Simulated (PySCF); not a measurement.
[BF3(PMe3)], C₃H₉BF₃P.
Z-matrix (Å and degrees, PBE0-D3(BJ)/def2-SVP geometry), rows numbered from 1:
```
C 
P   1  1.8148
C   2  1.8152  1  106.78
C   2  1.8150  1  106.65  3   113.85
B   2  2.0572  1  111.50  3  -123.49
F   5  1.3733  2  104.33  1    57.27
F   5  1.3730  2  104.98  1   177.50
F   5  1.3744  2  104.13  1   -62.45
H   1  1.0997  2  112.42  3   -56.82
H   1  1.0996  2  108.30  3  -178.34
H   1  1.0996  2  108.34  3    64.82
H   3  1.0997  2  108.37  1   178.74
H   3  1.0998  2  112.35  1    57.26
H   3  1.0996  2  108.43  1   -64.29
H   4  1.0995  2  108.44  1  -178.40
H   4  1.0996  2  108.23  1    64.68
H   4  1.0998  2  112.37  1   -56.79
```

Computed with PySCF at CAM-B3LYP/def2-SVPD, non-relativistic, on one gas-phase PBE0-D3(BJ)/def2-SVP geometry that isn't relaxed in the solvent. The solvent is an IEF-PCM continuum (cavity from Bondi-type radii × 1.2), and excitations are vertical TDDFT with non-equilibrium linear response and a frozen core. Specific hydrogen bonds and non-electrostatic terms are outside this model.

Gas-phase singlets (H = HOMO, L = LUMO):

```
state  E (eV)  λ (nm)      f  leading configurations
   S1   7.558     164  0.007                 H→L 96%
   S2   8.033     154  0.061     H→L+2 70%, H→L+7 9%
   S3   8.040     154  0.061     H→L+1 70%, H→L+8 9%
   S4   8.820     141  0.212               H→L+3 97%
   S5   9.088     136  0.001    H→L+5 80%, H→L+2 12%
```

**Question.** How does the list change in chloroform (ε = 4.711)?

**Answer.** 
```csv
state,E (eV),λ (nm),f,leading configurations,change by rank (eV)
S1,7.809,159,0.001,H→L 96%,+0.251
S2,8.215,151,0.087,"H→L+2 79%, H→L+7 13%",+0.182
S3,8.224,151,0.087,"H→L+3 77%, H→L+8 13%",+0.184
S4,8.729,142,0.274,H→L+1 96%,-0.091
S5,9.319,133,0.002,"H→L+5 71%, H→L+8 12%",+0.231
```

**Question.** How does the list change in water (ε = 78.36)?

**Answer.** 
```csv
state,E (eV),λ (nm),f,leading configurations,change by rank (eV)
S1,7.811,159,0.010,H→L 97%,+0.253
S2,8.272,150,0.082,"H→L+2 80%, H→L+7 13%",+0.239
S3,8.280,150,0.082,"H→L+3 80%, H→L+8 13%",+0.240
S4,8.709,142,0.230,H→L+1 98%,-0.111
S5,9.361,132,0.002,"H→L+4 64%, H→L+8 19%",+0.273
```

**Question.** The ground-state energy changes by -0.535 eV from gas to water. By how much does the total energy of gas-phase S3 change?

**Answer.** E(S3) = E(S0) + excitation energy, so it changes by -0.535 + 0.240 = -0.295 eV: it is lowered less than the ground state, which is what a blue shift means. This is the vertical state, with the slow part of the continuum still set for S0.

**Question.** How do the frontier levels move from gas to water?

**Answer.** 
```json
{"orbital": "LUMO+2", "gas (eV)": "1.54", "solvent (eV)": "1.97", "change (eV)": "+0.43"}
{"orbital": "LUMO+1", "gas (eV)": "1.54", "solvent (eV)": "1.87", "change (eV)": "+0.33"}
{"orbital": "LUMO", "gas (eV)": "0.71", "solvent (eV)": "1.15", "change (eV)": "+0.44"}
{"orbital": "HOMO", "gas (eV)": "-9.43", "solvent (eV)": "-9.33", "change (eV)": "+0.10"}
{"orbital": "HOMO-1", "gas (eV)": "-11.71", "solvent (eV)": "-11.32", "change (eV)": "+0.39"}
{"orbital": "HOMO-2", "gas (eV)": "-11.93", "solvent (eV)": "-11.32", "change (eV)": "+0.61"}
{"orbital": "HOMO-3", "gas (eV)": "-11.94", "solvent (eV)": "-12.33", "change (eV)": "-0.39"}
```

The HOMO–LUMO gap goes from 10.14 to 10.48 eV. Rows go by rank; for HOMO-3, HOMO-2, HOMO-1, LUMO, LUMO+1 and LUMO+2 the atom shares or the degeneracy differ between the runs, so the row needn't follow one orbital.
